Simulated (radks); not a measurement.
Results of a calculation; reference values are marked as such.
Task: Code: a radial shooting solver on a logarithmic mesh with Libxc functionals. Model: scalar-relativistic Kohn-Sham, LDA (Slater exchange, VWN5 correlation), spin-polarised, spherical densities, finite nucleus; open shells are filled with parallel spins first; Fermi nuclear charge, rms radius of each element as measured or else 0.836 A^(1/3) + 0.57 fm. Response by self-consistent Sternheimer equations with the Hartree and adiabatic LDA kernel, the relativistic mass of each level held fixed and spin-orbit coupling left out. Rank B2+, B+, B3+, B, B4+ (NIST ground configurations) by static dipole polarisability, largest first.

Result: B 23.95, B+ 10.77, B2+ 6.801, B3+ 0.02092, B4+ 0.007640 bohr^3.
